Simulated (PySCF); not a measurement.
An unknown gives this computed stick spectrum. Level of theory: PySCF 2.14.0, density-fitted response routines, TDDFT B3LYP/def2-SVPD, vertical, gas phase, core orbitals frozen in the response. Geometries: GFN2-xTB, one conformer each.

```csv
state,λ (nm),f
S1,186.9,0.026
S2,172.1,0.0061
S3,169.8,0.0084
S4,165.6,0.0070
S5,161.4,0.0068
S6,157.8,0.038
S7,154.3,0.0029
S8,154.2,0.056
```

Question: Which candidate is it?
A. `CCC[SiH2][C@@H](F)Cl`
B. `N#C[SiH2][SiH2]CCl`
C. `ClC(C)([SiH2]C=C)Cl`
D. `C(C#N)(=C)[Si](C)(Cl)C`
E. `Fc1ccc(F)cc1`

Answer: A. Its S1, at 6.63 eV, is the highest among the candidates; the nearest of the others has S1 at 6.17 eV. S1 is HOMO→LUMO (89%). Löwdin shares by element: HOMO chlorine 42%, carbon 20% or more, silicon 12%, fluorine 10% (atoms not listed hold the other 15%); LUMO chlorine 33%, carbon 19% or more, silicon 16%, hydrogen 8% or more (atoms not listed hold the other 24%). At the same level the other candidates give, for their lowest levels:
- `C=C[SiH2]C(C)(Cl)Cl`: 210 nm (f 0.049); 194 nm (f 0.001); 193 nm (f 0.004); 185 nm (f 0.008); 183 nm (f 0.014); T1 4.36 eV; HOMO -7.75, LUMO -1.05 eV
- `N#C[SiH2][SiH2]CCl`: 201 nm (f 0.009); 193 nm (f 0.003); 188 nm (f 0.003); 186 nm (f 0.001); 182 nm (f 0.014); T1 5.79 eV; HOMO -8.22, LUMO -1.19 eV
- `Fc1ccc(F)cc1`: 238 nm (f 0.035); 203 nm (f 0.007); 182 nm (f 0.000); 175 nm (f 0.539); 173 nm (f 0.000); T1 4.18 eV; HOMO -7.06, LUMO -1.10 eV
- `C=C(C#N)[Si](C)(C)Cl`: 225 nm (f 0.003); 210 nm (f 0.095); 203 nm (f 0.148); 189 nm (f 0.002); 184 nm (f 0.005); T1 3.70 eV; HOMO -8.12, LUMO -2.00 eV

The values belong to the conformer `[CH3:1][CH2:2][CH2:3][SiH2:4][C@@H:5]([F:6])[Cl:7]`: C1–C2–C3–Si4 -179°, C2–C3–Si4–C5 -178°, C3–Si4–C5–F6 180°.
Triplets come from the Tamm–Dancoff approximation.
